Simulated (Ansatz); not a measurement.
One change: `CN[SiH](Cl)OC` becomes `CO[SiH2]Cl`.

Ansatz, PBE0-D4/def2-TZVP geometries, multiplicity 1. Each molecule was computed in one conformer, which needn't be the lowest.

```tsv
property	`CN[SiH](Cl)OC`
HOMO energy (PBE0/def2-TZVPP) / eV	-7.18
HOMO–LUMO gap (PBE/def2-TZVPP) / eV	5.76
LUMO energy (PBE/def2-TZVPP) / eV	-0.02
HOMO–LUMO gap (PBE0/def2-TZVPP) / eV	8.02
size of the dipole moment (ωB97M-V/def2-TZVPP) / D	1.14
size of the dipole moment (B3LYP/def2-TZVPP) / D	1.15
```

Problem. Give the same properties after the change, and the shifts. (Best estimate.)

Solution. Ansatz gave: 
| property | `CO[SiH2]Cl` | shift |
| --- | --- | --- |
| HOMO energy (PBE0/def2-TZVPP) / eV | -8.66 | -1.48 |
| HOMO–LUMO gap (PBE/def2-TZVPP) / eV | 6.74 | 0.98 |
| LUMO energy (PBE/def2-TZVPP) / eV | -0.40 | -0.38 |
| HOMO–LUMO gap (PBE0/def2-TZVPP) / eV | 9.15 | 1.13 |
| size of the dipole moment (ωB97M-V/def2-TZVPP) / D | 1.52 | 0.38 |
| size of the dipole moment (B3LYP/def2-TZVPP) / D | 1.51 | 0.36 |

With PBE0 the HOMO falls by 1.48 eV and the LUMO falls by 0.35 eV, so the gap widens by about 1.13 eV. PBE moves the HOMO by -1.35 eV and ωB97M-V by -1.47 eV. Dipoles are sizes alone; their direction can turn.

B3LYP here is the variant with VWN-RPA as its local correlation; programs differ in this.
